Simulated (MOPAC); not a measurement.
Job for MOPAC: PM6 on GaH3O2 (SMILES [OH][GaH][OH]), a point of a bond scan (R = 1.060 Å).

```
PM6 1SCF PRECISE CHARGE=0 THREADS=1
GaH3O2

Ga    -0.24404156 1    -0.17751198 1    -0.15122784 1
H     -1.35423056 1    -1.01629250 1    -0.82710093 1
O      0.02041342 1     1.53779605 1    -0.57659188 1
H      0.81446748 1     1.98057994 1    -0.03237723 1
O      0.90232372 1    -0.75596542 1     1.10558427 1
H      0.79534111 1    -1.67580809 1     1.36507609 1
```

Output:

```
*******************************************************************************
 **                                                                           **
 **                              MOPAC v23.2.5                                **
 **                                                                           **
 *******************************************************************************
 ** MOPAC's Digital Object Identifier: https://doi.org/10.5281/zenodo.6511958 **
 **                                                                           **
 ** Please cite the open-source release paper for use of this MOPAC version:  **
 ** J. E. Moussa and J. J. P. Stewart (2026)                                  **
 ** MOPAC: An open-source semiempirical molecular orbital program             **
 ** J. Open Source Softw., 11(119), 8025, https://doi.org/10.21105/joss.08025 **
 *******************************************************************************

                              PM6 CALCULATION RESULTS

 *******************************************************************************
 *  PM6        - The PM6 Hamiltonian to be used
 *
 *
 *
 *                 CHARGE ON SYSTEM = 0
 *
 *
 *
 *  PRECISE    - TIGHTER CRITERIA TO BE USED
 *  1SCF       - DO 1 SCF AND THEN STOP
 *  THREADS=1  - MULTI-THREADING NOT USED
 *  T=         - A TIME OF 172800.0 SECONDS REQUESTED
 *  DUMP=N     - RESTART FILE WRITTEN EVERY 7200.0 SECONDS REQUESTED
 *******************************************************************************
PM6 1SCF PRECISE CHARGE=0 THREADS=1
 GaH3O2

   ATOM   CHEMICAL          X               Y               Z
  NUMBER   SYMBOL      (ANGSTROMS)     (ANGSTROMS)     (ANGSTROMS)

     1      Ga         -0.24404156  *  -0.17751198  *  -0.15122784  *
     2       H         -1.35423056  *  -1.01629250  *  -0.82710093  *
     3       O          0.02041342  *   1.53779605  *  -0.57659188  *
     4       H          0.81446748  *   1.98057994  *  -0.03237723  *
     5       O          0.90232372  *  -0.75596542  *   1.10558427  *
     6       H          0.79534111  *  -1.67580809  *   1.36507609  *



          CARTESIAN COORDINATES

    NO.       ATOM           X           Y           Z

     1        Ga         -0.2440     -0.1775     -0.1512
     2         H         -1.3542     -1.0163     -0.8271
     3         O          0.0204      1.5378     -0.5766
     4         H          0.8145      1.9806     -0.0324
     5         O          0.9023     -0.7560      1.1056
     6         H          0.7953     -1.6758      1.3651

 General Reference for PM6:
 "Optimization of Parameters for Semiempirical Methods V: Modification of NDDO Approximations
 and Application to 70 Elements", J. J. P. Stewart, J. Mol. Mod., 13, 1173-1213 (2007)
 URL: https://link.springer.com/article/10.1007/s00894-007-0233-4

           Empirical Formula: H3 O2 Ga  =     6 atoms



      MOLECULAR POINT GROUP   :   Cs


      RHF CALCULATION, NO. OF DOUBLY OCCUPIED LEVELS = 9


 -------------------------------------------------------------------------------
 PM6 1SCF PRECISE CHARGE=0 THREADS=1
 GaH3O2



     1SCF WAS SPECIFIED, SO BFGS WAS NOT USED
     SCF FIELD WAS ACHIEVED


                              PM6 CALCULATION
                                                       MOPAC v23.2.5 Linux




          FINAL HEAT OF FORMATION =        -91.89500 KCAL/MOL =    -384.48867 KJ/MOL


          COSMO AREA              =         90.42 SQUARE ANGSTROMS
          COSMO VOLUME            =         71.77 CUBIC ANGSTROMS

          IONIZATION POTENTIAL    =         11.602042 EV
          HOMO LUMO ENERGIES (EV) =        -11.602  0.067
          NO. OF FILLED LEVELS    =          9
          MOLECULAR WEIGHT        =        104.7575         POINT GROUP:  Cs

          MOLECULAR DIMENSIONS (Angstroms)

            Atom       Atom       Distance
            H     6    H     4     3.91439
            O     5    H     2     2.95045
           Ga     1    O     3     0.00000


          SCF CALCULATIONS        =          1





   ATOM   CHEMICAL          X               Y               Z
  NUMBER   SYMBOL      (ANGSTROMS)     (ANGSTROMS)     (ANGSTROMS)

     1      Ga         -0.24404156  *  -0.17751198  *  -0.15122784  *
     2       H         -1.35423056  *  -1.01629250  *  -0.82710093  *
     3       O          0.02041342  *   1.53779605  *  -0.57659188  *
     4       H          0.81446748  *   1.98057994  *  -0.03237723  *
     5       O          0.90232372  *  -0.75596542  *   1.10558427  *
     6       H          0.79534111  *  -1.67580809  *   1.36507609  *

                             CARTESIAN COORDINATES

   1   Ga       -0.244041560    -0.177511980    -0.151227840
   2    H       -1.354230560    -1.016292500    -0.827100930
   3    O        0.020413420     1.537796050    -0.576591880
   4    H        0.814467480     1.980579940    -0.032377230
   5    O        0.902323720    -0.755965420     1.105584270
   6    H        0.795341110    -1.675808090     1.365076090


           Empirical Formula: H3 O2 Ga  =     6 atoms



      MOLECULAR POINT GROUP   :   Cs


                  EIGENVALUES
 -28.92118 -28.20054 -19.41173 -17.48861 -15.68332 -13.05618 -12.78042 -12.30384
 -11.60204   0.06742   0.13090   2.16849   3.73578   4.73004   5.47312


              NET ATOMIC CHARGES AND DIPOLE CONTRIBUTIONS

  ATOM NO.   TYPE          CHARGE      No. of ELECS.   s-Pop       p-Pop
    1         Ga           0.332179        2.6678     1.20274     1.46508
    2          H           0.167789        0.8322     0.83221
    3          O          -0.551338        6.5513     1.81249     4.73885
    4          H           0.342323        0.6577     0.65768
    5          O          -0.619597        6.6196     1.76962     4.84998
    6          H           0.328643        0.6714     0.67136
 DIPOLE           X         Y         Z       TOTAL
 POINT-CHG.    -1.626    -2.314    -0.570     2.884
 HYBRID         0.866     0.333     0.652     1.134
 SUM           -0.759    -1.980     0.082     2.123


          ATOMIC ORBITAL ELECTRON POPULATIONS

     Atom    s        px        py        pz
    1 Ga   1.20274   0.51051   0.54305   0.41152
    2  H   0.83221
    3  O   1.81249   1.59661   1.46205   1.68019
    4  H   0.65768
    5  O   1.76962   1.71837   1.44688   1.68473
    6  H   0.67136

 **********************
 *                    *
 * JOB ENDED NORMALLY *
 *                    *
 **********************




 == MOPAC DONE ==
```

The run finished.

Cost: around 0.020 core-seconds (rough).
